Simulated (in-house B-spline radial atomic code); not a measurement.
Settings and results of a run for Br3+. Level of theory: Dirac-Kohn-Sham LDA VWN5, spherical fractional occupations, Fermi nucleus of rms radius 4.1629 fm, inside a hard spherical wall at 3.3 bohr; calculated with a B-spline radial code for spherical atoms.

Command:
```bash
python run_scf.py task.json out
```
Settings (nuclear radius in fm, mass in u):
```
Z                35
configuration    [Ar] 3d10 4s1 4p3
hamiltonian      dirac
method           lda,vwn
spin_polarised   False
nucleus          fermi
rms_radius       4.1629
atomic_mass      78.91834
speed_of_light   137.035999084
wall_radius      3.3
```

Output (hartree, bohr):
```
 radial grid: 61 intervals, B-splines of order 8, outer radius 3.3 bohr

 iter        energy (Eh)    residual
    1       -2598.800302    3.29e-01
    2       -2599.161394    2.24e-01
    3       -2599.993421    1.35e-02
    4       -2599.994296    5.71e-03
    5       -2599.994486    6.53e-04
    6       -2599.994489    5.65e-05
    7       -2599.994489    2.00e-05
    8       -2599.994489    1.27e-06
    9       -2599.994489    4.30e-08

 total energy                     -2599.99449
 kinetic                            2666.7769
 electron-nucleus                  -6242.2192
 Hartree                            1063.2388
 exchange-correlation                -87.7910

 first-order corrections (not in the total)
   Gaunt                             1.4289
   retardation                      -0.1367
   frequency dependence             -0.0061
   self-energy                       0.9550
   Uehling                          -0.0966
   Wichmann-Kroll                    0.0010

 orbital      occ     eigenvalue          <r>       <r^2>       <1/r>     <1/r^2>       r_max    small
 1s1/2      2.000      -489.8164    0.0427999  0.00246664     35.6134     2638.18     0.02795  1.61e-02
 2s1/2      2.000       -64.9324     0.189553   0.0424251     7.94292     273.879      0.1595  3.17e-03
 2p1/2      2.000       -58.6650     0.162866    0.032567     7.91799      89.303      0.1252  3.17e-03
 2p3/2      4.000       -56.9226     0.166761   0.0340136     7.65817     80.1525      0.1285  3.10e-03
 3s1/2      2.000       -10.0740     0.552172    0.350984     2.60346     45.3332      0.4847  7.66e-04
 3p1/2      2.000        -7.8934     0.557223    0.364091     2.48905     14.3123      0.4754  7.16e-04
 3p3/2      4.000        -7.6416     0.567801    0.377855     2.42625     12.8676      0.4841  6.95e-04
 3d3/2      4.000        -3.8421     0.585794    0.424825     2.16782     6.15683      0.4278  5.76e-04
 3d5/2      6.000        -3.8019      0.58982     0.43058     2.15154     6.05229      0.4305  5.70e-04
 4s1/2      1.000        -1.9426      1.49206     2.48111    0.887787     6.61282       1.362  1.45e-04
 4p1/2      1.000        -1.4049      1.60684     2.86482    0.810064     2.03169       1.494  1.27e-04
 4p3/2      2.000        -1.3731      1.62262     2.91815    0.800052      1.8733       1.516  1.26e-04
```

Cost of the run: 0.45 s on 1 thread of Arm Neoverse V1, with other jobs on the host.

For the Dirac Hamiltonian the kinetic term is c α·p + (β - 1)c².
